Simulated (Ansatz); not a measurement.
Basis-set extrapolation for CH2ClNOSi (`O[Si]1(Cl)C=N1`) (PBE0-D4/def2-TZVP geometry, frozen core, the Gaussian-basis code of Ansatz). Multiplicity 1, RHF reference.

```csv
,def2-TZVPP,def2-QZVPP
HF,-916.922885,-916.952865
MP2 correlation,-0.880552,-0.952608
CCSD(T) correlation,-0.948115,not run
```

Energies in hartree. Use E(X) = E(∞) + A·exp(−7.88·√X) for Hartree–Fock and E(X) = E(∞) + B·X^(−2.97) for correlation, with X = 3 and 4, and add CCSD(T) minus MP2 of the smaller set to the MP2 limit.

Problem. What is the CCSD(T) energy at the basis-set limit?

Solution. HF limit: -916.952865 + (-0.029980) × 0.13774 = -916.95699. MP2 limit: -0.952608 + (-0.072056) × 0.74074 = -1.00598. Higher-order term: -0.948115 − (-0.880552) = -0.06756. Total: -918.03053 hartree, 100.1 kcal/mol below CCSD(T)/def2-TZVPP.
